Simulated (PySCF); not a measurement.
Species: C7H7OS (charge -1).
Numbering: `[CH2:1]=[CH:2][CH2:3][c:4]1[cH:5][o:6][c:7]([S-:8])[cH:9]1`

Structure used (GFN2-xTB), in Å, numbered top down from 1:
```xyz
16
C7H7OS angstrom
C     -2.8034    0.1692   -0.4198
C     -1.6930   -0.5347   -0.2897
C     -0.7094   -0.3842    0.8245
C      0.6167    0.0482    0.2652
C      0.9646    1.3072   -0.1259
O      2.2393    1.3248   -0.6025
C      2.7201    0.0449   -0.5235
S      4.2868   -0.3091   -1.0306
C      1.7381   -0.7715    0.0074
H     -3.4667    0.0500   -1.2620
H     -3.0957    0.9040    0.3143
H     -1.4153   -1.2578   -1.0464
H     -0.5782   -1.3458    1.3305
H     -1.0755    0.3478    1.5503
H      0.4337    2.2407   -0.1139
H      1.8303   -1.8248    0.1879
```

NICS = −σ at a ghost point: NICS(0) at the centroid of the ring atoms, NICS(1) 1 Å to either side along the normal of their mean plane, zz for the tensor component along that normal. Level: GIAO PBE0/pcSseg-1 (PySCF, non-relativistic, gas phase) on the GFN2-xTB geometry, one conformer.

Ring bond lengths (Å), with Mayer bond orders in brackets: C4–C5 1.363 (1.57), C5–O6 1.361 (1.04), O6–C7 1.369 (1.01), C7–C9 1.383 (1.39), C9–C4 1.413 (1.27).

Task: What do the NICS probes read (ppm)?

Result: 
```csv
ring,type,NICS(0),"NICS(1), two faces","NICS(1)zz, two faces",rms pucker (Å),"centre to ring atoms, mean (Å)"
C4–C5–O6–C7–C9,5-membered ring with O; formal bonds all aromatic,-9.2,-7.9 / -8.0,-18.3 / -18.7,0.00,1.17
```

Task: What can be read from them?

Result: 
- C4–C5–O6–C7–C9: mean NICS(1)zz -18.5 ppm, shielded.

Task: What does the geometric index give? HOMA takes Krygowski's 1993 parameters.

Result: 
- C4–C5–O6–C7–C9: HOMA 0.30; the largest term is that of O6–C7, α(R − Ropt)² = 1.72.

Task: What are the shieldings of the ring atoms and their hydrogens in the same run (means over atoms taken as equivalent)?

Result: 
| atoms | environment | σ isotropic (ppm) | principal values of the symmetric part, first atom (ppm) |
| --- | --- | --- | --- |
| C4 | substituted aromatic carbon | 59.4 | -22.0, 50.1, 150.0 |
| C5 | aromatic CH next to a ring oxygen | 55.7 | -7.3, 73.5, 101.0 |
| O6 | furan-type oxygen | 14.1 | -143.5, -23.2, 209.1 |
| C7 | substituted aromatic carbon | -0.5 | -93.7, 22.3, 69.9 |
| C9 | aromatic CH carbon | 81.5 | 5.5, 114.1, 124.9 |
| H15 | aromatic hydrogen | 25.14 | 22.6, 25.5, 27.3 |
| H16 | aromatic hydrogen | 26.40 | 23.8, 25.6, 29.9 |
